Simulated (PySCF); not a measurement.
BFH₄NP.
InChI=1S/BFH4NP/c2-1(3)4/h3-4H2

Method used: EOM-IP-CCSD/aug-cc-pVDZ in PySCF, restricted Hartree–Fock reference, 8 core orbitals frozen, non-relativistic, gas phase, PBE0-D3(BJ)/def2-SVP geometry.

Hartree–Fock orbital energies give these Koopmans values (eV): HOMO 10.02, HOMO-1 12.15, HOMO-2 12.94, HOMO-3 14.00, HOMO-4 17.24, HOMO-5 18.17, HOMO-6 18.84, HOMO-7 19.14.

What vertical ionisation energies does EOM-IP-CCSD give?

| leading hole (HF orbital) | Koopmans (eV) | EOM-IP-CCSD (eV) | change (eV) | one-hole share |
| --- | --- | --- | --- | --- |
| HOMO | 10.02 | 9.66 | -0.36 | 0.96 |
| HOMO-1 | 12.15 | 11.07 | -1.08 | 0.94 |
| HOMO-2 | 12.94 | 12.03 | -0.91 | 0.95 |
| HOMO-3 | 14.00 | 13.31 | -0.69 | 0.95 |
| HOMO-4 | 17.24 | 15.15 | -2.09 | 0.94 |
| HOMO-5 | 18.17 | 15.83 | -2.34 | 0.94 |
| HOMO-7 | 19.14 | 17.00 | -2.14 | 0.94 |
| HOMO-6 | 18.84 | 17.52 | -1.32 | 0.93 |

Does the order of the lines follow the orbital energies?

No: the HOMO-7 hole (17.00 eV) falls below the HOMO-6 hole (17.52 eV). The corrections run from -2.34 to -0.36 eV, with a mean of -1.37 eV over the 8 lines; no line lies above its Koopmans value. Koopmans values leave out both the relaxation of the orbitals and the change in correlation energy.

At what kinetic energies would He II light (40.81 eV) eject these electrons?

31.15 eV (HOMO), 29.74 eV (HOMO-1), 28.78 eV (HOMO-2), 27.50 eV (HOMO-3), 25.66 eV (HOMO-4), 24.98 eV (HOMO-5), 23.81 eV (HOMO-7), 23.29 eV (HOMO-6).

What total energy has the lowest final state, and which wavelength reaches it?

E(CCSD) + ionisation energy = -522.40701 + 0.35502 = -522.05199 Eh, at the geometry of the initial state. The threshold wavelength is 1239.84 eV nm/9.66 eV = 128.3 nm.

One root was sought for each valence orbital with −ε under 21 eV, eight at most, so deeper holes and satellites are missing; no vibrational structure.

The values belong to the conformer `[NH2:1][B:2]([F:3])[PH2:4]`: H–N1–B2–F3 180°, H–N1–B2–F3 1°, H–P4–B2–N1 -41°, H–P4–B2–N1 -136°.
